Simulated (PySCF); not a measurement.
B(H)(SiH3)2 (BH7Si2), SMILES [SiH3]B[SiH3]. Atoms are numbered in the order given.

```xyz
10

B      0.0000     0.0000    -0.8404
H      0.0000     0.0000    -2.0586
Si    -1.7570    -0.0075     0.1372
H     -2.0991     1.4658     0.2515
H     -1.6785    -0.5498     1.5411
H     -2.8968    -0.6800    -0.5833
Si     1.7570     0.0075     0.1372
H      1.6785     0.5498     1.5411
H      2.8968     0.6800    -0.5833
H      2.0991    -1.4658     0.2515
```

Coordinates come from a PBE-D3(BJ)/def2-SVP optimisation.

All values below come from PySCF with PBE-D3(BJ)/def2-SVP.

Frequencies are harmonic and unscaled.

```tsv
mode	ν (cm⁻¹)	IR (km/mol)	Raman (Å⁴/amu)	depolarisation	moving atoms (share of kinetic energy)
1	81	0.4	1.2	0.75	H 79 %, B 18 %
2	81	0.2	1.0	0.57	H 76 %, Si 16 %
3	142	0.2	0.1	0.08	H 52 %, Si 36 %, B 12 %
4	324	22.2	5.2	0.75	H 95 %
5	355	3.0	3.3	0.66	H 83 %, Si 12 %
6	466	4.5	16.9	0.28	H 45 %, Si 40 %, B 15 %
7	485	9.6	1.6	0.75	H 89 %, Si 9 %
8	667	25.4	8.7	0.33	H 50 %, B 37 %, Si 14 %
9	695	3.8	1.2	0.75	H 54 %, B 37 %, Si 10 %
10	721	11.7	8.1	0.75	H 52 %, B 36 %, Si 13 %
11	814	256.2	10.8	0.75	H 90 %
12	842	26.8	51.7	0.60	H 91 %, Si 9 %
13	872	23.0	27.6	0.75	H 93 %
14	881	29.5	27.4	0.74	H 98 %
15	915	25.0	14.0	0.75	H 73 %, B 24 %
16	917	14.4	25.8	0.74	H 96 %
17	924	57.1	13.5	0.75	H 81 %, B 14 %
18	2103	0.0	436.0	0.20	H 97 %
19	2103	78.2	12.6	0.75	H 97 %
20	2148	124.3	17.5	0.75	H 98 %
21	2151	13.3	431.2	0.11	H 98 %
22	2157	58.2	99.6	0.75	H 96 %
23	2159	122.7	145.8	0.71	H 96 %
24	2550	59.9	133.8	0.26	H 91 %, B 9 %
```
